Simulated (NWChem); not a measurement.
C$_{2}$H$_{2}$Br$_{2}$; SMILES Br/C=C\Br

```xyz
6

Br    -1.7533     0.0000     0.2598
C     -0.6664     0.0000    -1.2545
C      0.6664     0.0000    -1.2545
Br     1.7533     0.0000     0.2598
H     -1.2151     0.0000    -2.1990
H      1.2151     0.0000    -2.1990
```
Atoms are numbered in this order, from 1.

Computed with NWChem. Coordinates come from a PBE0/def2-SVP optimisation. Level: PBE0/def2-SVP with SMD (1 M gas to 1 M solution), gas-phase geometry.

Task: Predict the results for solvent n-hexane. Quantities: solvation free energy (kcal/mol); cavity-dispersion-structure term (kcal/mol); dipole in solution (D).

Result: 
```json
{
 "solvation free energy (kcal/mol)": "-4.6",
 "cavity-dispersion-structure term (kcal/mol)": "-3.5",
 "dipole in solution (D)": "1.79"
}
```
